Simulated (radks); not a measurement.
Results of a calculation; reference values are marked as such.
V I, configuration [Ne] 3s2 3p5.5 3d3 4s2 5s0.5 (fractional occupations, a model configuration). Code: a radial shooting solver on a logarithmic mesh with Libxc functionals. Model: non-relativistic Kohn-Sham, exchange-only PBE, spin-polarised, spherical densities, point nucleus; open shells are filled with parallel spins first.

X-ray form factor f0, the Fourier transform of the density (f0(0) = 23):

sin(theta)/lambda (1/angstrom),f0 (electrons)
0.05,21.855
0.1,20.234
0.15,18.462
0.2,16.793
0.25,15.281
0.3,13.897
0.4,11.504
0.5,9.675
0.6,8.387
0.8,6.873
1,5.928
1.25,4.882
1.5,3.906
2,2.473
